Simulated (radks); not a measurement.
The numbers below are computed, except where a source is named.
Isoelectronic series with 11 electrons, each ion in its NIST ground configuration. Code: a radial shooting solver on a logarithmic mesh with Libxc functionals. Model: Dirac Kohn-Sham, LDA (Slater exchange, Perdew-Wang correlation), spin-unpolarised, spherical densities, finite nucleus; Fermi nuclear charge, rms radius of each element as measured or else 0.836 A^(1/3) + 0.57 fm. Total energies (hartree) and mean radii <r> (bohr):

| ion | configuration | E (hartree) | 3s1/2 | 2p3/2 |
|---|---|---|---|---|
| Si3+ | [Ne] 3s1 | -286.68777 | 1.841 | 0.5355 |
| Cl6+ | [Ne] 3s1 | -449.26359 | 1.268 | 0.4029 |
| Ca9+ | [Ne] 3s1 | -649.52267 | 0.9761 | 0.3235 |
| V12+ | [Ne] 3s1 | -887.71650 | 0.7956 | 0.2704 |
| Fe15+ | [Ne] 3s1 | -1164.16404 | 0.6719 | 0.2323 |
| Cu18+ | [Ne] 3s1 | -1479.24525 | 0.5815 | 0.2036 |
| Ge21+ | [Ne] 3s1 | -1833.40102 | 0.5123 | 0.1812 |
| Br24+ | [Ne] 3s1 | -2227.13701 | 0.4576 | 0.1632 |
| Sr27+ | [Ne] 3s1 | -2661.02539 | 0.4131 | 0.1484 |
| Nb30+ | [Ne] 3s1 | -3135.70931 | 0.3763 | 0.1361 |
| Ru33+ | [Ne] 3s1 | -3651.90862 | 0.3452 | 0.1256 |
| Ag36+ | [Ne] 3s1 | -4210.43265 | 0.3185 | 0.1166 |
| Sn39+ | [Ne] 3s1 | -4812.17334 | 0.2955 | 0.1087 |
| I42+ | [Ne] 3s1 | -5458.12868 | 0.2753 | 0.1019 |
| Ba45+ | [Ne] 3s1 | -6149.4057 | 0.2574 | 0.09580 |
| Pr48+ | [Ne] 3s1 | -6887.2377 | 0.2415 | 0.09038 |
